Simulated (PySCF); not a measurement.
dimethyl selenide cation (C2H6Se), SMILES C[Se]C (connectivity only; charge and spin as stated), charge +1, multiplicity 2.

The structure is a stationary point at B3LYP-D3(BJ)/def2-SVP. The multiplicity is an assumed one; other spin states were not compared.

Level of theory: B3LYP-D3(BJ)/def2-SVP run with PySCF.

Frequencies are harmonic and unscaled.

**Question.** Give all harmonic wavenumbers and intensities. (An estimate is asked for; the answer gives what the named calculation found.)

**Answer.** 
| mode | ν (cm⁻¹) | IR (km/mol) | moving atoms (share of kinetic energy) |
|---|---|---|---|
| 1 | 68 | 0.0 | H 98 % |
| 2 | 118 | 0.1 | H 91 % |
| 3 | 226 | 0.1 | C 54 %, H 33 %, Se 13 % |
| 4 | 576 | 0.1 | C 75 %, H 13 %, Se 12 % |
| 5 | 584 | 0.2 | C 71 %, Se 18 %, H 11 % |
| 6 | 803 | 2.7 | H 87 %, C 12 % |
| 7 | 838 | 0.0 | H 87 %, C 13 % |
| 8 | 869 | 1.8 | H 86 %, C 13 % |
| 9 | 993 | 14.2 | H 78 %, C 20 % |
| 10 | 1277 | 0.5 | H 87 %, C 12 % |
| 11 | 1297 | 11.2 | H 87 %, C 12 % |
| 12 | 1389 | 5.7 | H 95 % |
| 13 | 1393 | 0.0 | H 95 % |
| 14 | 1413 | 18.6 | H 96 % |
| 15 | 1416 | 50.9 | H 95 % |
| 16 | 3025 | 31.4 | H 98 % |
| 17 | 3030 | 13.4 | H 98 % |
| 18 | 3136 | 0.0 | H 90 %, C 10 % |
| 19 | 3136 | 24.3 | H 90 %, C 10 % |
| 20 | 3184 | 7.1 | H 90 %, C 10 % |
| 21 | 3186 | 26.9 | H 90 %, C 10 % |
